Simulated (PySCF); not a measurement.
**Electron correlation in Ge⁺ (germanium, charge +1)**

[Ar] 3d10 4s2 4p1, 2P determinant. Calculation: PySCF 2.14, in def2-TZVPPD (7s5p5d1f, 54 functions); no relativity, point nucleus. Frozen: [Ne]; 21 electrons correlated.

MP2 pair energies summed by pair of shells (mhartree):

| pair | energy | share (%) |
| --- | --- | --- |
| 3d-3d | -105.86 | 34.4 |
| 3p-3d | -83.41 | 27.1 |
| 4s-4s | -21.22 | 6.9 |
| 3p-3p | -21.12 | 6.9 |
| 3s-3d | -19.13 | 6.2 |
| 3d-4s | -18.04 | 5.9 |
| 4s-4p | -16.28 | 5.3 |
| 3s-3p | -10.58 | 3.4 |
| 3d-4p | -5.87 | 1.9 |
| 3p-4s | -3.67 | 1.2 |
| 3s-3s | -1.33 | 0.4 |
| 3p-4p | -0.93 | 0.3 |
| 3s-4s | -0.47 | 0.2 |
| 3s-4p | -0.16 | 0.1 |

Total MP2 correlation energy: -308.06 mhartree.

Same-spin part -96.31 and opposite-spin part -211.75 mhartree; SCS-MP2 scales them by 1/3 and 6/5 to -286.20 mhartree.

This basis was not built for core-valence correlation, so the inner-shell part is incomplete.
